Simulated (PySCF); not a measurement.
## Radial density of Nb(27+) (niobium, charge +27)

UHF, [Ne] 3s2 3p2, high-spin 3P determinant. Computed with PySCF 2.14 in an uncontracted even-tempered set (18 s from 3.4 bohr⁻², ratio 2.5; 12 p from 4.4 bohr⁻², ratio 2.5; 5 d from 19 bohr⁻², ratio 2.7; 4 f from 28 bohr⁻², ratio 2.7), with the spin-free X2C one-electron Hamiltonian (Gaussian nucleus).

```json
{"r (bohr)": "0.0310", "4πr²ρ (e/bohr)": "49.82", "4πr²(ρα − ρβ)": "0.5404"}
{"r (bohr)": "0.0522", "4πr²ρ (e/bohr)": "41.69", "4πr²(ρα − ρβ)": "1.6421"}
{"r (bohr)": "0.0878", "4πr²ρ (e/bohr)": "55.37", "4πr²(ρα − ρβ)": "2.3534"}
{"r (bohr)": "0.148", "4πr²ρ (e/bohr)": "48.64", "4πr²(ρα − ρβ)": "0.1905"}
{"r (bohr)": "0.248", "4πr²ρ (e/bohr)": "16.26", "4πr²(ρα − ρβ)": "3.3916"}
{"r (bohr)": "0.418", "4πr²ρ (e/bohr)": "12.08", "4πr²(ρα − ρβ)": "5.6957"}
{"r (bohr)": "0.703", "4πr²ρ (e/bohr)": "0.9102", "4πr²(ρα − ρβ)": "0.4453"}
{"r (bohr)": "1.18", "4πr²ρ (e/bohr)": "0.002065", "4πr²(ρα − ρβ)": "0.0007"}
```

Densities and radii are taken from the X2C orbitals without a picture-change correction, which distorts them close to the nucleus.

Spin-orbit coupling is strong in this species (close to jj coupling), so the high-spin LS determinant is a model state, not a physical level.
